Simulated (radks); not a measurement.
Results of a calculation; reference values are marked as such.
Task: Ce, 58 electrons, occupied as [Xe] 4f0.5 5d1 6s2 6p0.5 (fractional occupations, a model configuration). Level of theory: scalar-relativistic Kohn-Sham, SCAN, spin-polarised, spherical densities, finite nucleus; open shells are filled with parallel spins first (spin-orbit coupling, left out, can overturn this in heavy ions); meta-GGA in the generalised Kohn-Sham scheme; Fermi nuclear charge, rms radius 4.8771 fm (a radial shooting solver on a logarithmic mesh with Libxc functionals). Some entries of the table are withheld. Estimate them.

| orbital | occ. | eigenvalue (eV) | <1/r> (bohr^-1) | <r> (bohr) |
|---|---|---|---|---|
| 1s up | 1 | -40337.64 | 63.34 | 0.02457 |
| 1s down | 1 | -40337.64 | 63.34 | 0.02457 |
| 2s up | 1 | -6483.543 | 14.62 | 0.1052 |
| 2s down | 1 | -6483.510 | 14.62 | 0.1052 |
| 2p up | 3 | -5803.250 | 13.83 | 0.09237 |
| 2p down | 3 | -5803.221 | 13.83 | 0.09237 |
| 3s up | 1 | -1409.691 | 5.316 | 0.2781 |
| 3s down | 1 | -1409.507 | 5.316 | 0.2781 |
| 3p up | 3 | -1191.636 | 5.025 | 0.2764 |
| 3p down | 3 | -1191.445 | 5.026 | 0.2764 |
| 3d up | 5 | -882.5670 | 4.758 | 0.2537 |
| 3d down | 5 | -882.3936 | 4.759 | 0.2536 |
| 4s up | 1 | -293.1879 | 2.209 | 0.6366 |
| 4s down | 1 | -292.6369 | 2.209 | 0.6366 |
| 4p up | 3 | -221.4645 | 2.041 | 0.6735 |
| 4p down | 3 | -220.9017 | 2.040 | 0.6735 |
| 4d up | 5 | -118.0547 | 1.783 | 0.7419 |
| 4d down | 5 | -117.4493 | 1.783 | 0.7418 |
| 5s up | 1 | -45.2897 | 0.8791 | 1.504 |
| 5s down | 1 | -44.7704 | 0.8797 | 1.503 |
| 5p up | 3 | -27.0465 | 0.7561 | 1.731 |
| 5p down | 3 | -26.3686 | 0.7605 | 1.720 |
| 4f up | 0.5 | -9.7603 | 1.247 | (1) |
| 5d up | 1 | -5.0370 | 0.4889 | 2.682 |
| 6s up | 1 | -4.8304 | 0.3124 | 4.061 |
| 6s down | 1 | -4.2487 | 0.2917 | 4.274 |
| 6p up | 0.5 | -1.9807 | 0.2281 | 5.454 |

Result: 
(1) 4f up <r> (bohr): 1.049
